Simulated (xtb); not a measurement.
Job for xtb: GFN2-xTB on H2Se (SMILES [SeH2]).

```
$ xtb mol.xyz --gfn 2 --sp --chrg 0 --uhf 0
3

Se    -0.23328775     0.11283817     3.38915796
H      0.32176932    -1.24802538     3.33191633
H      1.11250365     0.70212840     3.31915331
```

The head of its log:

```
[...]
           -------------------------------------------------
          |                Calculation Setup                |
           -------------------------------------------------



           -------------------------------------------------
          |                 G F N 2 - x T B                 |
           -------------------------------------------------

        Reference                      10.1021/acs.jctc.8b01176
      * Hamiltonian:
        H0-scaling (s, p, d)           1.850000    2.230000    2.230000
        zeta-weighting                 0.500000
      * Dispersion:
        s8                             2.700000
        a1                             0.520000
        a2                             5.000000
        s9                             5.000000
      * Repulsion:
        kExp                           1.500000    1.000000
        rExp                           1.000000
      * Coulomb:
        alpha                          2.000000
        third order                    shell-resolved
        anisotropic                    true
        a3                             3.000000
        a5                             4.000000
        cn-shift                       1.200000
        cn-exp                         4.000000
        max-rad                        5.000000


          ...................................................
          :                      SETUP                      :
          :.................................................:
          :  # basis functions                  12          :
          :  # atomic orbitals                  11          :
          :  # shells                            5          :
          :  # electrons                         8          :
          :  max. iterations                   250          :
          :  Hamiltonian                  GFN2-xTB          :
          :  restarted?                      false          :
          :  GBSA solvation                  false          :
          :  PC potential                    false          :
          :  electronic temp.          300.0000000     K    :
          :  accuracy                    1.0000000          :
          :  -> integral cutoff          0.2500000E+02      :
          :  -> integral neglect         0.1000000E-07      :
          :  -> SCF convergence          0.1000000E-05 Eh   :
          :  -> wf. convergence          0.1000000E-03 e    :
          :  Broyden damping             0.4000000          :
          :  net charge                          0          :
          :  unpaired electrons                  0          :
          ...................................................

 iter      E             dE          RMSdq      gap      omega  full diag
   1     -4.1888664 -0.418887E+01  0.702E+00    4.54       0.0  T
   2     -4.1891605 -0.294043E-03  0.410E+00    4.36       1.0  T
```

Predict the final total energy.

-4.1788 hartree.
